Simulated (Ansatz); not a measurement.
The multiplicity is imposed and other spin states were not computed.

Species: [Os(NH3)4]2+ (charge 2, multiplicity 1).

### Question
Give a relaxed geometry from PBE-D3(BJ)/def2-SVP in Ansatz (a quantum-chemistry and plane-wave program).

### Answer
the end point of this relaxation.
Cartesian coordinates (Å) in one orientation:
```xyz
17

Os    -0.275     0.412     0.348
N      1.089    -1.040     0.921
H      0.786    -2.017     0.748
H      1.292    -1.009     1.943
H      2.020    -0.968     0.470
N     -1.968    -0.884     0.782
H     -2.089    -1.064     1.796
H     -1.987    -1.829     0.355
H     -2.876    -0.465     0.508
N      1.295     1.893     0.069
H      1.700     2.222     0.965
H      0.952     2.769    -0.369
H      2.121     1.634    -0.502
N     -0.477     0.122    -1.695
H      0.397     0.242    -2.242
H     -1.147     0.794    -2.125
H     -0.835    -0.812    -1.971
```
